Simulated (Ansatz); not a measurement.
HNP (SMILES [NH+]#P) moved off its minimum; all values from Ansatz (an electronic-structure program), cores frozen in correlated methods.
(charge 1, multiplicity 1)
```xyz
3

N      0.0496    -0.0521    -0.9563
P      0.0745    -0.0387     0.3796
H      0.1555    -0.0580    -1.8448
```

```json
[
 {"level": "HF/def2-TZVPP", "largest force (eV/Å)": "10.90", "on atom": "P2", "rms difference from CCSD(T)/aug-cc-pV(T+d)Z (eV/Å)": "1.447", "dipole (D)": "-"},
 {"level": "PBE/def2-TZVPP", "largest force (eV/Å)": "14.25", "on atom": "P2", "rms difference from CCSD(T)/aug-cc-pV(T+d)Z (eV/Å)": "0.161", "dipole (D)": "-"},
 {"level": "r2SCAN/def2-TZVPP", "largest force (eV/Å)": "13.38", "on atom": "P2", "rms difference from CCSD(T)/aug-cc-pV(T+d)Z (eV/Å)": "0.385", "dipole (D)": "-"},
 {"level": "B3LYP/def2-TZVPP", "largest force (eV/Å)": "13.18", "on atom": "P2", "rms difference from CCSD(T)/aug-cc-pV(T+d)Z (eV/Å)": "0.476", "dipole (D)": "-"},
 {"level": "wB97M-V/def2-TZVPP", "largest force (eV/Å)": "12.93", "on atom": "P2", "rms difference from CCSD(T)/aug-cc-pV(T+d)Z (eV/Å)": "0.593", "dipole (D)": "-"},
 {"level": "MP2/aug-cc-pV(T+d)Z", "largest force (eV/Å)": "14.43", "on atom": "P2", "rms difference from CCSD(T)/aug-cc-pV(T+d)Z (eV/Å)": "0.104", "dipole (D)": "-"},
 {"level": "CCSD(T)/aug-cc-pV(T+d)Z", "largest force (eV/Å)": "14.19", "on atom": "P2", "rms difference from CCSD(T)/aug-cc-pV(T+d)Z (eV/Å)": "0.000", "dipole (D)": "-"}
]
```

The differences count from one level among others, with limits of its own. Forces at CCSD(T)/aug-cc-pV(T+d)Z (eV/Å):

```csv
atom,Fx,Fy,Fz
N1,-0.595,-0.078,-6.548
P2,0.032,0.136,14.194
H3,0.563,-0.059,-7.646
```
